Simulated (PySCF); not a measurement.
PGMEA (C₆H₁₂O₃), SMILES COCC(C)OC(C)=O. Geometry: B3LYP-D3(BJ)/def2-SVP. The values are those of a single conformer.

Computed equilibrium geometry at B3LYP-D3(BJ)/def2-SVP (PySCF confirms it by a frequency run) as a Z-matrix (one conformer of several):
```
C
H 1 1.1002
O 1 1.4429 2 108.48
C 3 1.3496 1 118.01 2 31.69
O 4 1.2059 3 123.85 1 1.16
C 4 1.5084 5 125.46 3 179.90
H 6 1.0962 4 109.67 5 0.60
H 6 1.1006 7 110.19 4 -121.02
H 6 1.1007 7 110.18 8 -117.99
C 1 1.5156 2 111.11 3 -118.01
H 10 1.0986 1 109.30 2 -63.95
H 10 1.1001 11 109.17 1 -121.22
H 10 1.1016 11 108.60 12 -118.13
C 1 1.5261 2 108.14 3 117.13
O 14 1.4033 1 108.24 2 63.58
C 15 1.4017 14 113.75 1 -178.49
H 16 1.0995 15 107.87 14 179.66
H 14 1.1075 15 111.01 16 -58.66
H 16 1.1087 17 108.65 15 121.46
H 16 1.1091 17 108.63 19 117.07
H 14 1.1111 18 107.82 15 -122.11
```
Charge 0, spin multiplicity 1.
